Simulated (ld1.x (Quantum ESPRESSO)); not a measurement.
**u(r) = r·R(r): atom against pseudo-atom (rhodium)**

Columns: radius, all-electron u(r) and pseudo u(r) of the 4p shell (level -50.42 eV) of rhodium in the configuration [Ar] 3d10 4s2 4p6 4d8 5s1 5p0; PBE, scalar-relativistic, PAW scheme, ld1.x (Quantum ESPRESSO) 7.5.

```tsv
r (bohr)	all-electron	pseudo
0.098	0.3169	0.0170
0.195	-0.3260	0.0657
0.292	-0.5866	0.1420
0.390	-0.3561	0.2406
0.488	0.0718	0.3523
0.585	0.4824	0.4667
0.682	0.7936	0.5758
0.780	0.9899	0.6722
0.878	1.0818	0.7477
0.975	1.0944	0.7972
1.072	1.0540	0.8194
1.170	0.9805	0.8144
1.268	0.8899	0.7844
1.365	0.7942	0.7348
1.463	0.6985	0.6702
1.560	0.6089	0.5981
1.658	0.5258	0.5230
1.755	0.4519	0.4517
1.852	0.3864	0.3865
1.950	0.3286	0.3286
2.047	0.2790	0.2790
2.145	0.2358	0.2358
2.242	0.1992	0.1992
2.340	0.1677	0.1677
2.438	0.1409	0.1409
2.535	0.1184	0.1184
```

Task: How many radial nodes do the two functions have?

Result: The all-electron 4p function has n − l − 1 = 2; the pseudo-wave has 0, since the states of the same l below it are removed with the core.

Task: At about which radius was the pseudo-wave matched?

Result: 1.95 bohr. The columns agree to 0.0005 from 1.75 bohr on; several derivatives are matched, so the curves merge somewhat inside the radius.

Task: Is the pseudo-wave norm-conserving?

Result: No, it belongs to a PAW set: the norm inside the radius is not constrained, and the difference is carried by the augmentation charge.
